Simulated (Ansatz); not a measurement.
```xyz
18

Ge   -0.375   -2.155    0.427
Ge    0.770   -1.583   -1.641
Ge    1.018    0.830   -1.800
Ge    1.335    1.732    0.430
Ge   -0.769    1.584    1.640
Ge   -1.977   -0.408    0.944
H     0.659   -2.226    1.567
H    -1.054   -3.533    0.314
H    -0.039   -2.107   -2.842
H     2.158   -2.250   -1.672
H     2.185    1.201   -2.734
H    -0.273    1.427   -2.393
H     2.391    0.879    1.160
H     1.843    3.185    0.389
H    -0.499    1.523    3.155
H    -1.619    2.838    1.356
H    -2.780   -0.085   -0.332
H    -2.972   -0.853    2.032
```

Charge 0, multiplicity 1.

Task: List the CAM-B3LYP/def2-TZVPP orbital energies in eV (Ansatz). (Estimate.)

Result: Ansatz gave: Occupied: -10852.07, -10852.07, -10852.07, -10852.07, -10852.07, -10852.07, -1356.35, -1356.35, -1356.35, -1356.35, -1356.35, -1356.35, -1207.30, -1207.30, -1207.30, -1207.30, -1207.30, -1207.30, -1207.29, -1207.29, -1207.29, -1207.29, -1207.29, -1207.29, -1207.29, -1207.29, -1207.29, -1207.29, -1207.29, -1207.29, -171.12, -171.12, -171.12, -171.12, -171.12, -171.12, -121.42, -121.42, -121.42, -121.41, -121.41, -121.41, -121.40, -121.40, -121.40, -121.40, -121.40, -121.40, -121.39, -121.39, -121.39, -121.39, -121.39, -121.39, -35.11, -35.08, -35.08, -35.07, -35.07, -35.05, -35.01, -35.00, -35.00, -35.00, -34.98, -34.97, -34.97, -34.96, -34.94, -34.93, -34.92, -34.91, -34.88, -34.87, -34.87, -34.87, -34.87, -34.87, -34.86, -34.84, -34.84, -34.82, -34.82, -34.78, -18.97, -17.83, -17.82, -15.96, -15.87, -14.83, -11.87, -11.70, -11.44, -11.17, -10.79, -10.72, -10.43, -10.05, -9.58, -8.88, -8.79, -8.63. Lowest empty: 0.40, 0.55, 0.75, 0.81, 1.02, 1.23, 1.40, 1.83.
